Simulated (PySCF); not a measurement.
Job for PySCF: R-B3LYP/6-31G* on GeH4O2 (SMILES [OH][GeH2][OH]), a point of a torsion scan.

```python
from pyscf import gto, scf, dft, mp
from pyscf.data.elements import chemcore

mol = gto.M(
    atom='''
    O     1.29632277    0.63419693    0.23499605
    Ge   -0.00662353   -0.49408856   -0.00738018
    O     0.05895373   -1.02271440   -1.65809940
    H     1.14938616    1.56389911    0.07992547
    H     0.31842420   -1.60625588    0.93648189
    H    -1.35767852    0.13017614    0.12235666
    H     0.92553129   -1.20971116   -2.01441997
    ''',
    basis='6-31g*',
    cart=True,
    charge=0, spin=0, verbose=3, max_memory=1800)
mf = dft.RKS(mol, xc='b3lyp')
mf.conv_tol = 1e-8
mf.max_cycle = 100
mf.kernel()
if not mf.converged:
    mf = mf.newton().run(mf.mo_coeff, mf.mo_occ)
```

Output:

```
converged SCF energy = -2229.63335196557
```

The run converged.

Cost: very roughly 10 core-seconds.
